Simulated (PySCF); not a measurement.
Al2H4O4, SMILES [OH][Al]([OH])[Al]([OH])[OH].

Coordinates come from a B3LYP-D3(BJ)/def2-SVP optimisation. The structure was generated by enumeration; whether it is a known compound was not checked. The values are those of a single conformer.

Two levels are set side by side: PBE/def2-TZVP (PySCF) and PBE0/def2-TZVP (PySCF). Same geometry, gas phase. Differences are taken from unrounded values.

| quantity | PBE0 |
|---|---|
| orbital gap (eV) | 7.26 |
| highest occupied level (eV) | -7.88 |
| lowest empty level (eV) | -0.62 |
| mean polarisability (bohr³) | 63.7 |

**Question.** What does PBE give, and how far is it from PBE0? (An estimate is asked for; the answer gives what the named calculation found.)

**Answer.** 
```csv
quantity,PBE,PBE minus PBE0
orbital gap (eV),5.41,-1.86
highest occupied level (eV),-6.79,1.09
lowest empty level (eV),-1.38,-0.76
mean polarisability (bohr³),68.7,5.0
```

Without exact exchange PBE keeps part of each electron's self-repulsion, which lifts occupied levels and narrows the gap. PBE's more diffuse valence density responds more strongly to a field. Differences between two approximate levels are no errors against the true value.

Rough cost on one machine, each run with all the roots and properties that it gave: PBE0 against PBE within a factor of 2.
